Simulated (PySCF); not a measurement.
# Radial density of Xe²⁺ (xenon, charge +2)

UHF, [Kr] 4d10 5s1 5p5, high-spin 3P determinant (an excited configuration). All numbers are calculated (PySCF 2.14, scalar relativity by spin-free X2C-1e, in aug-cc-pwCVTZ-DK3 with one added diffuse shell each of s, p, d, f type (11s10p8d5f1g, 125 functions)).

```csv
r (bohr),4πr²ρ (e/bohr),4πr²(ρα − ρβ)
0.0249,66.61,0.0166
0.0419,62.63,0.0366
0.0705,88.13,0.0711
0.119,75.24,-0.0099
0.199,72.60,0.1304
0.335,52.06,0.0036
0.564,27.18,0.3493
0.949,19.05,0.0050
1.60,5.265,1.5180
2.69,1.787,0.4461
4.52,0.06147,-0.0025
```

Densities and radii are taken from the X2C orbitals without a picture-change correction, which distorts them close to the nucleus.

Problem. Where is the radial spin density 4πr²(ρα − ρβ) most negative, and why is it negative at all?

Solution. Around r = 0.119 bohr, down to -0.0099 e/bohr: exchange with the open shell polarises the paired shells in an unrestricted calculation.
